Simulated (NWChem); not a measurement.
Species: Si₂H₄, singlet; SMILES [SiH][SiH3]

```xyz
6

Si    -0.0804     1.3226     0.0002
H      1.4538     1.2957    -0.0003
Si    -0.0281    -1.0712     0.0001
H      0.7252    -1.5471     1.2092
H      0.7134    -1.5421    -1.2182
H     -1.3734    -1.7262     0.0051
```
Atoms are numbered in this order, from 1.

Computed with NWChem. Low-valent species are run as closed-shell singlets; no triplet was tried in these runs. Geometry: optimised at PBE0/def2-SVP. Ions are spin-unrestricted doublets at the neutral geometry; other ion states weren't tried.

Q: What does the run give for PBE/def2-SVP? Quantities: vertical ionisation energy, ΔSCF (eV); −ε(HOMO) (eV).

A: 
```
Item                                   Value
-------------------------------------  -----
vertical ionisation energy, ΔSCF (eV)   8.71
−ε(HOMO) (eV)                           5.68
```
